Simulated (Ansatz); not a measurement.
Cost and result for the atomization energy of AlBH₄O₂S (9 atoms, 9 bonds).

Z-matrix (Å, degrees):
```
Al
O 1 1.962
S 1 2.291 2 76.6
B 1 2.544 2 33.8 3 0.9
H 1 1.584 2 107.0 3 113.9
H 1 1.584 2 107.3 3 -114.0
H 2 0.961 1 143.2 3 -175.6
O 4 1.350 1 166.0 2 4.9
H 8 0.960 4 113.3 1 175.5
```

Total charge 0; spin multiplicity 1. The bonds changed during the relaxation, so this is another structure than the one it started from. The geometry is a stationary point of PBE0-D4/def2-TZVP. It is one conformer, not always the lowest. Program: Ansatz. All runs use 4 threads of an Intel Xeon on a shared host. Times are those of one run each, without the atoms' runs, and a repeat can differ threefold. Electronic energies, without spin–orbit coupling; frozen cores. CCSD(T)/CBS adds CCSD(T) − MP2 in def2-TZVPP to the MP2 limit, and its time is that of the two runs behind it. T1 = 0.012. HSE06 is the plane-wave form, built on full-range PBE exchange.

CCSD(T)/CBS is a level of theory with its own doubt, some kJ/mol a heavy atom from the limit and from the frozen cores, so smaller differences don't rank the functionals.

```
                             level  functions  wall time  atomization (kcal/mol)  difference from CCSD(T)/CBS  per bond
            LDA (SPW92)/def2-TZVPP        233      1.3 s                   928.6                        118.3      13.2
                BLYP-D4/def2-TZVPP        233      2.3 s                   802.3                         -8.0      -0.9
                PBE0-D4/def2-TZVPP        233      2.8 s                   804.7                         -5.6      -0.6
               BHLYP-D4/def2-TZVPP        233      2.9 s                   779.8                        -30.5      -3.4
               HSE06-D4/def2-TZVPP        233        3 s                   805.3                         -5.0      -0.6
                  CCSD(T)/def2-SVP         98        3 s                   764.4                        -45.9      -5.1
r2SCAN-D4/def2-TZVPP (with forces)        233      4.2 s                   816.0                          5.7       0.6
             r2SCANh-D4/def2-TZVPP        233      4.2 s                   809.5                         -0.8      -0.1
               PBE-QIDH/def2-TZVPP        233      5.5 s                   802.9                         -7.4      -0.8
                ωB97X-V/def2-TZVPP        233        7 s                   811.5                          1.2       0.1
                    MP2/def2-QZVPP        431       18 s                   824.2                         13.9       1.6
                CCSD(T)/def2-TZVPP        233       57 s                   786.9                        -23.4      -2.6
                 CCSD(T)/CBS(def2)          –       75 s                   810.3                          0.0       0.0
```

From PBE to PBE0 (25 % exact exchange), in def2-TZVPP and without D4, the atomization energy moves by −14.5 kcal/mol: exact exchange takes away binding that semilocal exchange gives to molecules. In def2-TZVPP, CCSD(T) changes the Hartree–Fock value by +196.6 kcal/mol (the triples alone add +13.4 kcal/mol) and MP2 by +220.1 kcal/mol; breaking electron pairs costs correlation energy, which Hartree–Fock lacks. At CCSD(T), def2-SVP lies −45.8 kcal/mol from the extrapolated value and def2-TZVPP −23.3 kcal/mol: correlation converges slowly with the basis, and small sets miss more of it in the bonded molecule than in its fragments.
